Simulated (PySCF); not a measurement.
Question: Give a PBE0-D3(BJ)/def2-SVP geometry of `C#CC1=C[C@H]1C(F)F`.

Answer: 
```xyz
12
C6H4F2 angstrom
C      2.5134    1.4273   -1.1349
C      1.4515    1.1638   -0.6080
C      0.2448    0.8223    0.0027
C     -0.9706    1.0916    0.3957
C     -0.4698   -0.2604    0.7719
C     -0.9593   -1.4906    0.0645
F     -0.0041   -2.4469    0.0730
F     -2.0382   -1.9987    0.7071
H      3.4524    1.6660   -1.6003
H     -1.7924    1.7982    0.4741
H     -0.1721   -0.4744    1.8119
H     -1.2410   -1.2828   -0.9843
```

Any rigid rotation of these coordinates is as good. Atoms count from 1 in this order. The 3-membered ring C3–C4–C5 has internal angles of 51.6° to 64.9°. The 6 C–C bonds span 1.214 Å (C1≡C2, drawn triple) to 1.508 Å (C3–C5, drawn single), a spread of 0.294 Å.

Bonds between heavy atoms (Å): C1≡C2 1.214, C2–C3 1.395, C3=C4 1.305, C4–C5 1.490, C5–C6 1.501, C6–F7 1.352, C6–F8 1.355, C3–C5 1.508.

The calculation used PySCF 2.14.0, PBE0-D3(BJ)/def2-SVP geometry optimisation, gas phase.

Point group: C1 (no symmetry element, even within 0.4 Å). Whether it is a minimum is left open (no frequencies). One conformer, not necessarily the lowest (C4–C5–C6–F7 151°).
